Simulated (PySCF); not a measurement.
CH₉NSi₄, SMILES [SiH3][Si@H]1[SiH2]C=N[SiH2]1. Atoms are numbered in the order given.

```xyz
15

Si    -2.4870    -0.9504    -0.5318
Si    -0.7197    -0.1594     0.7870
Si     1.2784    -1.3114     0.3182
C      2.3058     0.1607    -0.4460
N      1.8756     1.3611    -0.5755
Si     0.2335     1.8492    -0.0540
H     -2.8954    -2.3453    -0.1393
H     -2.0189    -0.9670    -1.9631
H     -3.6895    -0.0502    -0.4278
H     -1.0322    -0.1240     2.2592
H      2.0035    -1.8801     1.5114
H      1.1488    -2.4080    -0.7092
H      3.3458    -0.0575    -0.7999
H      0.3778     2.9488     0.9611
H     -0.4768     2.3989    -1.2602
```
Charge 0, spin multiplicity 1.

Coordinates come from a PBE-D3(BJ)/def2-SVP optimisation. The structure was generated by enumeration; whether it is a known compound was not checked.

Two levels are set side by side: PBE/pcSseg-1 (PySCF) and B3LYP/pcSseg-1 (PySCF). GIAO shifts against NH3 (¹⁵N), TMS (²⁹Si), TMS (¹H), TMS (¹³C) at the same level; non-relativistic, no solvent, atoms listed together averaged. Differences are taken from unrounded values.

| quantity | B3LYP |
|---|---|
| δ(²⁹Si) of Si1 (ppm) | -96.5 |
| δ(²⁹Si) of Si2 (ppm) | -152.3 |
| δ(²⁹Si) of Si3 (ppm) | -51.8 |
| δ(¹³C) of C4 (ppm) | 210.7 |
| δ(¹⁵N) of N5 (ppm) | 512.4 |
| δ(²⁹Si) of Si6 (ppm) | -8.4 |
| δ(¹H) of H10 (ppm) | 2.90 |
| δ(¹H) of H13 (ppm) | 10.79 |

Q: What does PBE give, and how far is it from B3LYP? (The exact figures need the calculation; the answer reports its results.)

A: 
```csv
quantity,PBE,PBE minus B3LYP
δ(²⁹Si) of Si1 (ppm),-101.2,-4.7
δ(²⁹Si) of Si2 (ppm),-162.6,-10.4
δ(²⁹Si) of Si3 (ppm),-51.1,0.7
δ(¹³C) of C4 (ppm),208.4,-2.4
δ(¹⁵N) of N5 (ppm),499.0,-13.4
δ(²⁹Si) of Si6 (ppm),-4.5,3.9
δ(¹H) of H10 (ppm),3.05,0.15
δ(¹H) of H13 (ppm),10.92,0.12
```

Rough cost on one machine, each run with all the roots and properties that it gave: B3LYP against PBE within a factor of 2.
